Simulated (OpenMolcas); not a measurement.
**OpenMolcas run: P III**

Input:

```
&GATEWAY
Coord
1

P 0.0 0.0 0.0
Basis=ANO-R3
Group=XYZ
NoMove
AngMom=0.0 0.0 0.0
AMFI
&SEWARD
&RASSCF
FileOrb=start.orb
Symmetry=2
Spin=4
nActEl=3 0 0
Inactive=2 3
Ras2=1 3
CIRoot=1 1 1
SDav=1
CIMx=300
Iter=120 100
PrWF=0.3
OrbListing=Nothing
MaxOrb=0
Atom
>>> COPY $Project.JobIph JOBPRE
&RASSCF
FileOrb=start.orb
Symmetry=2
Spin=4
nActEl=3 0 2
Inactive=2 3
Ras2=1 3
Ras3=5 0
CIRoot=1 1 1
SDav=46
CIMx=300
Iter=120 100
PrWF=0.3
OrbListing=Nothing
MaxOrb=0
Thrs=2.0e-7 1.0e-1 5.0e-4
Atom
>>> COPY $Project.JobIph JOB001
&RASSCF
FileOrb=start.orb
Symmetry=2
Spin=2
nActEl=3 0 2
Inactive=2 3
Ras2=1 3
Ras3=5 0
CIRoot=3 3 1
SDav=116
CIMx=300
Iter=120 100
PrWF=0.3
OrbListing=Nothing
MaxOrb=0
Thrs=2.0e-7 1.0e-1 5.0e-4
Atom
>>> COPY $Project.JobIph JOB002
&RASSCF
FileOrb=start.orb
Symmetry=1
Spin=4
nActEl=3 0 2
Inactive=2 3
Ras2=1 3
Ras3=5 0
CIRoot=3 3 1
SDav=28
CIMx=300
Iter=120 100
PrWF=0.3
OrbListing=Nothing
MaxOrb=0
Thrs=2.0e-7 1.0e-1 5.0e-4
Atom
>>> COPY $Project.JobIph JOB003
&RASSCF
FileOrb=start.orb
Symmetry=1
Spin=2
nActEl=3 0 2
Inactive=2 3
Ras2=1 3
Ras3=5 0
CIRoot=9 9 1
SDav=84
CIMx=300
Iter=120 100
PrWF=0.3
OrbListing=Nothing
MaxOrb=0
Thrs=2.0e-7 1.0e-1 5.0e-4
Atom
>>> COPY $Project.JobIph JOB004
&RASSI
NrOfJobIphs=3 3 3 9
1 2 3
1 2 3
1 2 3 4 5 6 7 8 9
IphNames
JOB002
JOB003
JOB004
EJob
SpinOrbit
DIPRint=1.0
SOCoupling=1000.0
Subsets=2
MEES
Property=10
'ANGMOM' 1 'ANGMOM' 2 'ANGMOM' 3 'MLTPL  1' 1 'MLTPL  1' 2 'MLTPL  1' 3
'AMFI' 1 'AMFI' 2 'AMFI' 3 'MLTPL  2' 6
SOProperty=3
'ANGMOM' 1 'ANGMOM' 2 'ANGMOM' 3
```

Launched by
```bash
OMP_NUM_THREADS=1 MOLCAS_MEM=2252 MOLCAS_PROJECT=a pymolcas a.inp > a.log  # once for each step of the input, in one work folder
```

A driver script runs the steps one by one and writes start.orb anew before each from the orbitals found so far.

Output, cut to the results:

```
--- SEWARD ---
Basis set label: P.ANO-R...6S5P4D2F1G.

      Electronic valence basis set:
      ------------------
      Associated Effective Charge  15.000000 au
      Associated Actual Charge     15.000000 au
      Nuclear Model: Finite nucleus - Gaussian distribution
        Gaussian exponent, Xi/bohr**(-2):  4.11175E+08

      Shell  nPrim  nBasis  Cartesian Spherical Contaminant
         s      16       6        X
         p      11       5        X
         d       7       4                 X
         f       5       2                 X
         g       1       1                 X
                  Relativistic X2C integrals
                  Atomic mean-field integrals
--- RASSCF ---
Wave function specifications:
      -----------------------------

      Number of closed shell electrons          10
      Number of electrons in active shells       3
      Max number of holes in RAS1 space          0
      Max nr of electrons in RAS3 space          2
      Number of inactive orbitals                5
      Number of active orbitals                  9
      Number of secondary orbitals              50
      Spin quantum number                      1.5
      State symmetry                             2
Orbital specifications:
      -----------------------

      Symmetry species                           1   2
                                                ag  au
      Frozen orbitals                            0   0
      Inactive orbitals                          2   3
      Active orbitals                            6   3
      RAS1 orbitals                              0   0
      RAS2 orbitals                              1   3
      RAS3 orbitals                              5   0
      Secondary orbitals                        27  23
      Deleted orbitals                           0   0
      Number of basis functions                 35  29
      Number of CSFs                            46
      Number of root(s) required                 1
      Iter CI   SX   CI       RASSCF       Energy    max ROT     max BLB   max BLB  Level Ln srch  Step   QN
          iter iter root      energy       change     param      element    value   shift minimum  type update
 Nr of preliminary CI iterations:   1
 ###############################################################################
 ###############################################################################
 ###                                                                         ###
 ###                                                                         ###
 ###    WARNING: Problems in orbital optimization.                           ###
 ###                                                                         ###
 ###                                                                         ###
 ###############################################################################
 ###############################################################################
  Warning: In symmetry  1, orbital p=   3 has diagonal density matrix element D(p,p) close to zero. D(p,p)=  8.883763E-28
        1   1    2    1  -339.80425349    0.00E+00  -8.74E-08    2  11 1 -1.41E-06   0.50   0.00    SX    NO
        ...
 ###############################################################################
 ###############################################################################
  Warning: In symmetry  1, orbital p=   3 has diagonal density matrix element D(p,p) close to zero. D(p,p)=  4.968262E-26
        4   1    2    1  -339.80425349   -3.98E-13  -3.50E-08    4  10 2  2.37E-07   0.50   0.00    SX    NO
      Convergence after  4 iterations
        5   1    2    1  -339.80425349    2.84E-13  -3.50E-08    4  13 2  1.71E-07   0.50   0.00    SX    NO
      Natural orbitals and occupation numbers for root  1
      sym 1:   0.000000   0.008473   0.008473   0.008473   0.008473   0.008473
      sym 2:   0.985878   0.985878   0.985878
::    RASSCF root number  1 Total energy:   -339.80425349
--- RASSCF ---
Wave function specifications:
      -----------------------------

      Number of closed shell electrons          10
      Number of electrons in active shells       3
      Max number of holes in RAS1 space          0
      Max nr of electrons in RAS3 space          2
      Number of inactive orbitals                5
      Number of active orbitals                  9
      Number of secondary orbitals              50
      Spin quantum number                      0.5
...
--- RASSI ---
SPIN-FREE ENERGIES:
  (Shifted by EMIN (a.u.) =       -340.5242938132)

 SF State       Relative EMIN(au)   Rel lowest level(eV)    D:o, cm**(-1)      L_eff

     1             0.0000000000        0.0000000000              0.0000         1.0
     2             0.0000000000        0.0000000000              0.0000         1.0
     3             0.0000000000        0.0000000000              0.0000         1.0
     4             0.2479661957        6.7475039272          54422.2894         1.0
     5             0.2479661957        6.7475039272          54422.2894         1.0
     6             0.2479661957        6.7475039272          54422.2894         1.0
     7             0.3413704433        9.2891629854          74922.1522         2.0
     8             0.3413704433        9.2891629854          74922.1522         2.0
     9             0.3413704433        9.2891629854          74922.1522         2.0
    10             0.3413704433        9.2891629854          74922.1522         2.0
    11             0.3413704433        9.2891629854          74922.1522         2.0
    12             0.4706079867       12.8058956956         103286.5144         0.0
    13             0.5122339160       13.9385949379         112422.3499         1.0
    14             0.5122339160       13.9385949379         112422.3499         1.0
    15             0.5122339160       13.9385949379         112422.3499         1.0
     Dipole printing threshold changed to   1.00000000E+00

++ Dipole transition strengths (spin-free states):
   -----------------------------------------------
     for osc. strength at least  1.00000000E+00

  ( Max oscillator strength is only   0.40705015933380317      )
--
Eigenvalues of complex Hamiltonian:
   -----------------------------------
  (Shifted by EMIN (a.u.) =       -340.5242938132)

 SO State       Relative EMIN(au)   Rel lowest level(eV)    D:o, cm**(-1)     J-value

...
```

The J values that RASSI prints are effective ones from its own formula and need not be integers or half-integers; the table below assigns J from the states.

Levels above the lowest, from the spin-orbit matrix, grouped by J:

| Configuration | Term | J | E (cm-1) | Measured (cm-1) | g | Term weight % |
| --- | --- | --- | --- | --- | --- | --- |
| 3s2 3p | 2P* | 1/2 | 0.0 | 0.0 | 0.666 | 100 |
| 3s2 3p | 2P* | 3/2 | 498 | 559 | 1.334 | 100 |
| 3s 3p2 | 4P | 1/2 | 54466 | 56922 | 2.670 | 100 |
| 3s 3p2 | 4P | 3/2 | 54640 | 57126 | 1.735 | 100 |
| 3s 3p2 | 4P | 5/2 | 54923 | 57454 | 1.601 | 100 |
| 3s 3p2 | 2D | 3/2 | 75247 |  | 0.800 | 100 |
| 3s 3p2 | 2D | 5/2 | 75261 |  | 1.201 | 100 |
| 3s 3p2 | 2S | 1/2 | 103614 | 100200 | 2.001 | 100 |

Against the 5 measured excited levels shown (Martin, Zalubas and Musgrove, J. Phys. Chem. Ref. Data 14, 751 (1985)) the mean absolute deviation is 2200 cm-1; the largest miss in energy is 3s 3p2 2S 1/2: computed 103614, measured 100200 cm-1 (+3.4 %), and the largest in proportion 3s2 3p 2P* 3/2 (-10.9 %).

Active for correlation alone: 3d; no level in the range computed is led by a configuration that fills it, so any true level of that kind is missing. Some terms mix strongly with configurations of 3d, whose occupation reaches 0.22 (3s 3p2 2D). Measured partners are found by configuration, term and J. A level has none where our copy of the source lacks it or the pairing is in doubt (some pairs that miss far off the trend of their configuration count as doubtful), and it then counts in no deviation. Levels of configurations outside the active space are missing. The first state left out of the spin-orbit step lies near 140000 cm-1 above the lowest spin-free state of the reference (among the parities and spins computed), and the list stops at four fifths of that energy or lower.

The term weight is that of the spin-free term in the level, not the purity of its configuration. * marks odd parity.
